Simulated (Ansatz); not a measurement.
```yaml
crystal:
  periodic: [false, false, false]
  atoms:
    - {symbol: Fe, position_ang: [-0.015744, -0.009088, -0.000472]}
    - {symbol: I, position_ang: [-0.041760, -0.034622, 2.405948]}
    - {symbol: I, position_ang: [0.057504, 0.043709, -2.405475]}
basis:
  gaussian: {orbitals: def2-TZVP, initial_orbitals: start.molden}
hamiltonian: {xc: pbe}
correlation: {method: rpa}
scf: {omitted_lower_state_checks: [starts]}
```

The file start.molden holds the orbitals of an earlier run on this structure, at another level or in another basis.

```sh
$ ansatz run in.yaml --threads 2 --pin off --events-out ev --progress --plain --max-ram 4352MiB
```

It prints (some lines left out):

```
Functional definition: PBE
1403 factors; integrals over basis functions are off by at most 2.8e-4 eV
mean field evaluation 1: about -50582.6756 eV, gradient 9.9e0 eV
mean field evaluation 2: about -50583.0840 eV, gradient 1.9e0 eV
mean field evaluation 4: about -50583.0931 eV, gradient 7.2e-2 eV
mean field evaluation 8: about -50583.0914 eV, gradient 2.3e-1 eV
mean field evaluation 16: about -50583.0931 eV, gradient 1.1e-3 eV
mean field evaluation 32: about -50583.0931 eV, gradient 5.2e-5 eV
mean field -50583.09309280 eV, -1858.8943847083 hartree, gradient 1.1e-10 eV, S^2 0.000000; 0 other end points of the search recorded, 0 dependent functions left out; unrestricted orbitals would lower it
mean field evaluation 64: about -50498.7148 eV, gradient 3.4e-4 eV
13 core orbitals not correlated: weight in the atoms' cores, before any rotation towards them, 1.000 or more for the frozen orbitals, at most 0.000 for the correlated occupied ones
reference -50491.11727228 eV, -1855.5143356479 hartree; 25, 25 occupied and 107, 107 virtual orbitals, 1403 factors
Error: the energy between an occupied orbital and the lowest state that it is excited into in its spin channel is -0.0080 eV and must be positive: a state without a gap has no random-phase energy
```

Problem. Can the result of this run be used?

Solution. No. The run stopped with an error. The reference has no gap: an occupied orbital lies above an empty one, and the correlation energy can't be formed.
